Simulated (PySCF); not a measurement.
Point groups of optimised structures. Computed with PBE0/pcSseg-1 in PySCF (dipole) on a GFN2-xTB geometry, gas phase. The symmetry is that of the one conformer found, every atom within 0.08 Å of its image; none is proved a minimum here.

**Question.** Point group, rotor type and polarity of `[CH:1]#[C:2][SiH2:3][Si@:4]([NH2:5])([PH2:6])[C:7]#[C:8][CH3:9]` with C2–Si3–Si4–N5 -62°, Si3–Si4–N5–H 56° and -164°, Si3–Si4–P6–H -59° and 34°?

**Answer.** C1; asymmetric top; symmetry number 1; this conformer is chiral (no improper operation); dipole 2.15 D; A, B, C = 875.8, 704.5, 465.8 MHz.

**Question.** Point group, rotor type and polarity of `[CH:1]1=[CH:2][CH2:3][C:4]([CH:5]2[CH2:6][CH2:7]2)=[CH:8]1` with C3–C4–C5–C6 145°?

**Answer.** Cs; near-prolate asymmetric top; symmetry number 1; 2 operations, which sort the 18 atoms into 14 sets; dipole 0.91 D, in the ab plane, which is the mirror; A, B, C = 5632, 1364, 1210 MHz; heavy atoms equivalent by symmetry: C6/C7.

**Question.** `[F:1][CH:2]([F:3])[C@H:4]1[O:5][CH2:6][c:7]2[cH:8][cH:9][cH:10][cH:11][c:12]21` with F1–C2–C4–O5 -76°, C2–C4–O5–C6 106°, C4–O5–C6–C7 14°, O5–C6–C7–C8 173°, C2–C4–C12–C11 68°: symmetry, top, dipole?

**Answer.** C1; asymmetric top; symmetry number 1; this conformer is chiral (no improper operation); dipole 1.63 D; A, B, C = 1539, 831.3, 639.5 MHz.
